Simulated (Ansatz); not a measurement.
Reaction (formal loss of a carbene): `FC([SiH3])CCl` → `FC([SiH3])Cl` + `[CH2]` (triplet)

Gas-phase electronic energies from Ansatz, PBE0-D4/def2-TZVP geometries. CCSD(T)/CBS is the MP2 limit (def2-TZVPP, def2-QZVPP) plus CCSD(T) − MP2 in def2-TZVPP, frozen cores. This one scheme is used for every species. Functionals use def2-TZVPP. Triplets are unrestricted, without spin–orbit coupling. Each species was taken in one conformer, which may not be the lowest.

```tsv
level	ΔE (eV)
ωB97X-V	4.65
PBE0	4.44
MP2/def2-QZVPP	4.61
SCS-MP2/def2-QZVPP	4.64
```

Question: What does CCSD(T)/CBS give? (An estimate is asked.)

Answer: Computed: +4.54 eV. The listed levels differ from it by 0.11, -0.10, 0.07, 0.10 eV.

Largest T1 diagnostic among the species: 0.011.

In def2-TZVPP, CCSD(T) changes the Hartree–Fock value by +1.38 eV (the triples alone add +0.11 eV) and MP2 by +1.50 eV. The D4 term adds +0.10 eV with B3LYP and +0.06 eV with PBE0; it sums over pairs of atoms, weighted by their polarisabilities, and B3LYP, whose exchange is more repulsive, gets the larger term.

B3LYP here is the variant with VWN-RPA as its local correlation; programs differ in this.
